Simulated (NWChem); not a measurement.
# TeF₃, doublet; SMILES F[Te](F)F

This spin state was assumed; another may lie lower. def2 effective core potentials on Te; no spin-orbit coupling.

Problem. Give the equilibrium geometry at PBE0/def2-SVP with def2 effective core potentials on Te, spin-unrestricted (NWChem) as a list of bonds and angles, with the point group.

Solution. point group C2v; any orientation.
Bond lengths (Å): Te1–F2 1.966, Te1–F3 1.966, Te1–F4 1.904. Bond angles (°): F2–Te1–F3 169.1, F2–Te1–F4 84.6, F3–Te1–F4 84.6.
